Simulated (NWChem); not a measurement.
System: C3H5FSi; SMILES C#C[Si@H](C)F

Input file for NWChem:

```
start job
memory heap 200 mb stack 900 mb global 1100 mb
geometry units angstroms noautoz
  C      0.063592     2.566385    -0.193925
  C     -0.012582     1.372207     0.028007
  Si    -0.092292    -0.426541     0.371847
  C      1.404780    -1.291890    -0.304241
  F     -1.421290    -1.015254    -0.361381
  H      0.126176     3.622627    -0.389882
  H     -0.270884    -0.636682     1.833365
  H      1.493758    -1.120021    -1.387603
  H      2.317940    -0.912188     0.180268
  H      1.343804    -2.376361    -0.125669
end
basis spherical
  C library 6-31g*
  Si library 6-31g*
  F library 6-31g*
  H library 6-31g*
end
dft
  xc m06-2x
  grid fine
  iterations 150
  mulliken
end
task dft gradient
```

NWChem printed, in part:

```
             Northwest Computational Chemistry Package (NWChem) 7.3.0
             --------------------------------------------------------

 C1  symmetry detected

                             Geometry "geometry" -> ""
                             -------------------------

 Output coordinates in angstroms (scale by  1.889725989 to convert to a.u.)

  No.       Tag          Charge          X              Y              Z
 ---- ---------------- ---------- -------------- -------------- --------------
    1 C                    6.0000     0.01370646     2.58045925    -0.19176185
    2 C                    6.0000    -0.03366874     1.38617253     0.03748082
    3 Si                  14.0000    -0.06985572    -0.41195329     0.39175200
    4 C                    6.0000     1.43378609    -1.24940847    -0.30458024
    5 F                    9.0000    -1.39803613    -1.03236573    -0.31639149
    6 H                    1.0000     0.05082542     3.63669887    -0.39410591
    7 H                    1.0000    -0.21995773    -0.61783499     1.85707494
    8 H                    1.0000     1.50132236    -1.08160998    -1.39012701
    9 H                    1.0000     2.34658932    -0.84802482     0.16282236
   10 H                    1.0000     1.39858298    -2.33393137    -0.11950134

 Effective nuclear repulsion energy (a.u.)     204.3753232470

                                 NWChem DFT Module
                                 -----------------

 Summary of "ao basis" -> "ao basis" (spherical)
 ------------------------------------------------------------------------------
       Tag                 Description            Shells   Functions and Types
 ---------------- ------------------------------  ------  ---------------------
 C                           6-31g*                  6       14   3s2p1d
 Si                          6-31g*                  8       18   4s3p1d
 F                           6-31g*                  6       14   3s2p1d
 H                           6-31g*                  2        2   2s

            General Information
            -------------------
          SCF calculation type: DFT
          Wavefunction type:  closed shell.
          No. of atoms     :    10
          No. of electrons :    46
           Alpha electrons :    23
            Beta electrons :    23
          Charge           :     0
          Spin multiplicity:     1
          Use of symmetry is: off; symmetry adaption is: off
          Maximum number of iterations: 150
          AO basis - number of functions:    84
                     number of shells:    42
          Convergence on energy requested:  1.00D-06
          Convergence on density requested:  1.00D-05
          Convergence on gradient requested:  5.00D-04

              XC Information
              --------------
                       M06-2X Method XC Functional
                     Hartree-Fock (Exact) Exchange  0.540
                        M06-2X Exchange Functional  1.000
                      M06-2X Correlation Potential  1.000

             Grid Information
             ----------------
          Grid used for XC integration:  fine
          Radial quadrature: Mura-Knowles
          Angular quadrature: Lebedev.
          Tag              B.-S. Rad. Rad. Pts. Rad. Cut. Ang. Pts.
          ---              ---------- --------- --------- ---------
          C                   0.70       70          12.0       590
          Si                  1.10      123          11.0       770
          F                   0.50       70          12.0       590
          H                   0.35       60          13.0       590
          Grid pruning is: on
          Number of quadrature shells:   703
          Spatial weights used:  Erf1

      Superposition of Atomic Density Guess
      -------------------------------------

 Sum of atomic energies:        -503.66156468

      Non-variational initial energy
      ------------------------------

 Total energy =    -505.686698
 1-e energy   =   -1099.626531
 2-e energy   =     389.564511
 HOMO         =      -0.334218
 LUMO         =       0.009907

     ---------------------------------------------
      Total Density - Mulliken Population Analysis
     ---------------------------------------------

    Atom       Charge   Shell Charges
 -----------   ------   -------------------------------------------------------
    1 C    6     6.13   2.00  0.76  1.80  0.62  0.92  0.03
    2 C    6     6.37   2.00  0.75  1.93  0.78  0.89  0.02
    3 Si  14    12.88   2.00  2.00  5.97  0.88  1.33  0.22  0.29  0.20
    4 C    6     6.99   2.00  0.72  2.10  0.71  1.43  0.02
    5 F    9     9.62   2.00  0.95  3.48  1.00  2.19  0.01
    6 H    1     0.72   0.42  0.30
    7 H    1     1.08   0.47  0.61
    8 H    1     0.74   0.45  0.29
    9 H    1     0.73   0.45  0.28
   10 H    1     0.74   0.45  0.29

   convergence    iter        energy       DeltaE   RMS-Dens  Diis-err
 ---------------- ----- ----------------- --------- --------- ---------
 d= 0,ls=0.0,diis     1   -506.4660030443 -7.11D+02  1.09D-02  5.39D-01
 d= 0,ls=0.0,diis     2   -506.4952716761 -2.93D-02  4.52D-03  4.71D-01
 d= 0,ls=0.0,diis     3   -506.5327709532 -3.75D-02  9.77D-04  1.31D-02
 d= 0,ls=0.0,diis     4   -506.5337049487 -9.34D-04  4.35D-04  2.92D-03
 d= 0,ls=0.0,diis     5   -506.5340364070 -3.31D-04  1.42D-04  3.94D-04
  Resetting Diis
 d= 0,ls=0.0,diis     6   -506.5340844268 -4.80D-05  3.34D-05  1.42D-05
 d= 0,ls=0.0,diis     7   -506.5340862667 -1.84D-06  1.13D-05  6.52D-07
 d= 0,ls=0.0,diis     8   -506.5340863045 -3.77D-08  4.52D-06  4.30D-07

         Total DFT energy =     -506.534086304459
      One electron energy =    -1103.592999038021
           Coulomb energy =      442.115896523226
    Exchange-Corr. energy =      -49.432307036694
 Nuclear repulsion energy =      204.375323247030

 Numeric. integr. density =       45.999999846296

                       DFT Final Molecular Orbital Analysis
                       ------------------------------------

 Vector   21  Occ=2.000000D+00  E=-3.935717D-01
              MO Center=  4.3D-01, -4.7D-01,  2.0D-01, r^2= 3.4D+00
   Bfn.  Coefficient  Atom+Function         Bfn.  Coefficient  Atom+Function
  ----- ------------  ---------------      ----- ------------  ---------------
    49      0.281350   4 C  px               37      0.238571   3 Si pz
    35     -0.209227   3 Si px               78      0.209975   7 H  s
    51     -0.166127   4 C  pz               53      0.166119   4 C  px
    77      0.161961   7 H  s                65     -0.149910   5 F  pz
    19      0.139779   2 C  pz               63      0.138816   5 F  px

 Vector   22  Occ=2.000000D+00  E=-3.490142D-01
              MO Center= -1.3D-02,  1.9D+00, -6.0D-02, r^2= 1.6D+00
   Bfn.  Coefficient  Atom+Function         Bfn.  Coefficient  Atom+Function
  ----- ------------  ---------------      ----- ------------  ---------------
     3      0.331860   1 C  px               17      0.332561   2 C  px
    19      0.231635   2 C  pz                5      0.228975   1 C  pz
     7      0.208079   1 C  px               21      0.203303   2 C  px
     9      0.142106   1 C  pz               23      0.137342   2 C  pz
    64      0.067952   5 F  py               78     -0.060954   7 H  s

 Vector   23  Occ=2.000000D+00  E=-3.412441D-01
              MO Center=  9.2D-02,  1.5D+00,  2.3D-02, r^2= 2.9D+00
   Bfn.  Coefficient  Atom+Function         Bfn.  Coefficient  Atom+Function
  ----- ------------  ---------------      ----- ------------  ---------------
     5      0.310900   1 C  pz               19      0.295644   2 C  pz
     3     -0.221303   1 C  px               17     -0.211241   2 C  px
     9      0.200491   1 C  pz               23      0.180899   2 C  pz
    78     -0.170225   7 H  s                 7     -0.142340   1 C  px
    21     -0.126458   2 C  px               49     -0.123680   4 C  px

 Vector   24  Occ=0.000000D+00  E= 3.021137D-02
              MO Center= -1.0D-02,  9.3D-01,  1.9D-01, r^2= 4.2D+00
   Bfn.  Coefficient  Atom+Function         Bfn.  Coefficient  Atom+Function
  ----- ------------  ---------------      ----- ------------  ---------------
    39      0.559453   3 Si px                7     -0.412944   1 C  px
    66      0.307679   5 F  s                 3     -0.292581   1 C  px
    21      0.275042   2 C  px                9     -0.247016   1 C  pz
    35      0.234692   3 Si px               40      0.219470   3 Si py
    52     -0.219048   4 C  s                41      0.217262   3 Si pz

 Vector   25  Occ=0.000000D+00  E= 4.950852D-02
              MO Center=  1.2D-02,  1.2D+00,  2.1D-02, r^2= 4.0D+00
   Bfn.  Coefficient  Atom+Function         Bfn.  Coefficient  Atom+Function
  ----- ------------  ---------------      ----- ------------  ---------------
    52      0.580034   4 C  s                 9     -0.489067   1 C  pz
    23      0.407141   2 C  pz               41      0.320653   3 Si pz
     5     -0.311474   1 C  pz               78     -0.311202   7 H  s
    40      0.303758   3 Si py                7      0.275616   1 C  px
    39     -0.275118   3 Si px               19      0.230534   2 C  pz

 Vector   26  Occ=0.000000D+00  E= 1.199704D-01
              MO Center=  2.5D-01, -9.7D-01,  3.7D-01, r^2= 5.3D+00
   Bfn.  Coefficient  Atom+Function         Bfn.  Coefficient  Atom+Function
  ----- ------------  ---------------      ----- ------------  ---------------
    52      1.261225   4 C  s                40      1.160695   3 Si py
    38     -0.565546   3 Si s                80     -0.546291   8 H  s
    78      0.511400   7 H  s                20     -0.501728   2 C  s
    39     -0.353639   3 Si px               82     -0.347345   9 H  s
    23     -0.249062   2 C  pz               76     -0.242696   6 H  s

     ---------------------------------------------
      Total Density - Mulliken Population Analysis
     ---------------------------------------------

    Atom       Charge   Shell Charges
 -----------   ------   -------------------------------------------------------
    1 C    6     6.17   2.00  0.69  1.94  0.56  0.95  0.02
    2 C    6     6.20   2.00  0.67  1.97  0.78  0.77  0.02
    3 Si  14    13.18   2.00  2.00  5.97  0.92  1.67  0.13  0.22  0.28
    4 C    6     6.76   2.00  0.65  2.12  0.70  1.27  0.02
    5 F    9     9.42   2.00  0.92  3.30  1.03  2.16  0.01
    6 H    1     0.76   0.51  0.26
    7 H    1     1.10   0.50  0.59
    8 H    1     0.80   0.51  0.29
    9 H    1     0.80   0.51  0.30
   10 H    1     0.80   0.51  0.29

     -------------------------------------------
      Total Density - Lowdin Population Analysis
     -------------------------------------------

    Atom       Charge   Shell Charges
 -----------   ------   -------------------------------------------------------
    1 C    6     6.13   1.99  0.57  1.76  0.46  1.31  0.05
    2 C    6     6.23   1.99  0.57  1.78  0.48  1.37  0.04
    3 Si  14    13.35   2.00  1.97  5.88  0.60  1.50  0.33  0.66  0.41
    4 C    6     6.61   1.99  0.56  1.94  0.48  1.61  0.04
    5 F    9     9.29   1.99  0.92  3.18  0.86  2.32  0.02
    6 H    1     0.83   0.46  0.36
    7 H    1     1.06   0.50  0.55
    8 H    1     0.84   0.48  0.36
    9 H    1     0.84   0.48  0.36
   10 H    1     0.84   0.48  0.36

     Multipole analysis of the density
     ---------------------------------

     L   x y z        total         alpha         beta         nuclear
     -   - - -        -----         -----         ----         -------
     0   0 0 0     -0.000000    -23.000000    -23.000000     46.000000

     1   1 0 0      0.711105      0.355553      0.355553     -0.000000
     1   0 1 0      0.296253      0.148127      0.148127      0.000000
     1   0 0 1      0.069623      0.034811      0.034811      0.000000

     2   2 0 0    -28.396977    -85.206774    -85.206774    142.016570
     2   1 1 0     -1.352526      6.431847      6.431847    -14.216219
     2   1 0 1     -0.461679      2.173089      2.173089     -4.807856
     2   0 2 0    -21.943206   -178.381389   -178.381389    334.819572
     2   0 1 1     -1.217093      0.516142      0.516142     -2.249378
     2   0 0 2    -27.302594    -30.457578    -30.457578     33.612563

            General Information
            -------------------
          SCF calculation type: DFT
          Wavefunction type:  closed shell.
          No. of atoms     :    10
          No. of electrons :    46
           Alpha electrons :    23
            Beta electrons :    23
          Charge           :     0
          Spin multiplicity:     1
          Use of symmetry is: off; symmetry adaption is: off
          Maximum number of iterations: 150
          AO basis - number of functions:    84
                     number of shells:    42
          Convergence on energy requested:  1.00D-06
          Convergence on density requested:  1.00D-05
          Convergence on gradient requested:  5.00D-04

              XC Information
              --------------
                       M06-2X Method XC Functional
                     Hartree-Fock (Exact) Exchange  0.540
                        M06-2X Exchange Functional  1.000
                      M06-2X Correlation Potential  1.000

             Grid Information
             ----------------
          Grid used for XC integration:  fine
          Radial quadrature: Mura-Knowles
          Angular quadrature: Lebedev.
          Tag              B.-S. Rad. Rad. Pts. Rad. Cut. Ang. Pts.
          ---              ---------- --------- --------- ---------
          C                   0.70       70          12.0       590
          Si                  1.10      123          11.0       770
          F                   0.50       70          12.0       590
          H                   0.35       60          13.0       590
          Grid pruning is: on
          Number of quadrature shells:   703
          Spatial weights used:  Erf1

          Convergence Information
          -----------------------
          Convergence aids based upon iterative change in
          total energy or number of iterations.
          Levelshifting, if invoked, occurs when the
          HOMO/LUMO gap drops below (HL_TOL):  1.00D-02
          DIIS, if invoked, will attempt to extrapolate
          using up to (NFOCK): 10 stored Fock matrices.

                    Damping( 0%)  Levelshifting(0.5)       DIIS
                  --------------- ------------------- ---------------
          dE  on:    start            ASAP                start
          dE off:    2 iters        150 iters           150 iters

                            NWChem DFT Gradient Module
                            --------------------------

  charge          =   0.00
  wavefunction    = closed shell

                         DFT ENERGY GRADIENTS

    atom               coordinates                        gradient
                 x          y          z           x          y          z
   1 C       0.025901   4.876361  -0.362377    0.000031   0.006839  -0.001473
   2 C      -0.063625   2.619486   0.070828   -0.000469  -0.010434   0.002115
   3 Si     -0.132008  -0.778479   0.740304    0.011358   0.003548   0.001271
   4 C       2.709463  -2.361040  -0.575573   -0.003753   0.001623   0.001143
   5 F      -2.641905  -1.950888  -0.597893   -0.009486  -0.004591  -0.004748
   6 H       0.096046   6.872364  -0.744752    0.000258   0.005622  -0.001032
   7 H      -0.415660  -1.167539   3.509363   -0.001090  -0.000858   0.003998
   8 H       2.837088  -2.043946  -2.626959    0.000049   0.000993  -0.004663
   9 H       4.434411  -1.602535   0.307690    0.003571   0.001891   0.002229
  10 H       2.642939  -4.410491  -0.225825   -0.000470  -0.004632   0.001160
```

Level: M06-2X/6-31G* (spherical d). The geometry was optimised at PBE0/def2-SVP.
